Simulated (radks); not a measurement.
Valence configurations of Nb II (all share [Kr]). Calculated with a radial shooting solver on a logarithmic mesh with Libxc functionals: Dirac Kohn-Sham, PBE, spin-unpolarised, spherical densities, point nucleus; open shells fill j = l - 1/2 first. Energies are relative to 4d4; eigenvalues in eV.

valence	E (eV)	e(4d3/2)	e(5p1/2)	e(5p3/2)	e(5s1/2)
4d4	0.000	-9.331	-	-	-
4d3.5 5s0.5	0.093	-10.353	-	-	-9.917
4d3 5s1	0.444	-11.454	-	-	-10.476
4d3.5 5p0.5	1.949	-10.845	-6.521	-	-
4d2 5s2	2.022	-13.849	-	-	-11.639
4d3 5p1	4.336	-12.426	-7.191	-	-
4d2.5 5p1.5	7.194	-14.054	-7.847	-	-
4d2 5p2	10.553	-15.718	-8.477	-	-
4d1 5s1 5p2	14.163	-18.265	-9.238	-	-13.927
4d1 5p3	19.152	-19.215	-9.723	-9.455	-

NIST lists [Kr] 4d4 as the ground configuration; this level of theory agrees among the configurations tried. The energies are those of spherical spin-averaged densities, not of single terms.
